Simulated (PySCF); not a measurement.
## Distorted geometries of [OsOCl4]2+

[OsOCl4]2+ (singlet). PySCF 2.14.0, RKS BP86, Os def2-SVP with ECP60, O def2-SVP, Cl def2-SVP; non-relativistic Hamiltonian with scalar-relativistic core potentials where named; density fitting; no spin-orbit coupling. Relaxed geometry:

```xyz
6

Os    0.0000    0.0000    0.1118
O     0.0000    0.0000    1.7960
Cl    2.2054    0.0000   -0.4079
Cl    0.0000    2.2054   -0.4079
Cl   -2.2054    0.0000   -0.4079
Cl    0.0000   -2.2054   -0.4079
```

Q: Order these distorted geometries by energy above the relaxed one, lowest first.
A.
```xyz
6

Os    0.2899   -0.0738    0.0118
O    -0.0805    0.2718    1.8646
Cl    2.0567    0.0450   -0.4738
Cl   -0.1384    1.9818   -0.4262
Cl   -2.0968   -0.0541   -0.4682
Cl   -0.0310   -2.1706   -0.2319
```
B.
```xyz
6

Os   -0.0349   -0.0244    0.0459
O     0.0112   -0.0130    1.7638
Cl    2.2091   -0.0334   -0.3382
Cl   -0.0112    2.2152   -0.3640
Cl   -2.1674   -0.0112   -0.4232
Cl   -0.0068   -2.1332   -0.4080
```
C.
```xyz
6

Os   -0.0199   -0.0029    0.1187
O    -0.0229    0.0560    1.8154
Cl    2.2443   -0.0249   -0.3880
Cl   -0.0526    2.2203   -0.4349
Cl   -2.1951   -0.0257   -0.4193
Cl    0.0462   -2.2227   -0.4155
```

A: C (0.05 eV), B (0.24 eV), A (4.10 eV).

Q: Which forces (eV/Å) act in the one that lies 0.24 eV up?

A: 
```
Os   1.58  1.86  2.96
O   -0.30 -0.05 -1.34
Cl   0.09  0.20 -0.32
Cl   0.09 -0.02 -0.25
Cl  -1.47  0.11 -0.42
Cl   0.01 -2.11 -0.63
```
Forces carry noise of the integration grid, about 0.01 to 0.03 eV/Å.

The relaxed state isn't the lowest spin state tried at its geometry. The gap of the closed shell is small, and it wasn't tested for a lower spin-broken solution at this geometry.
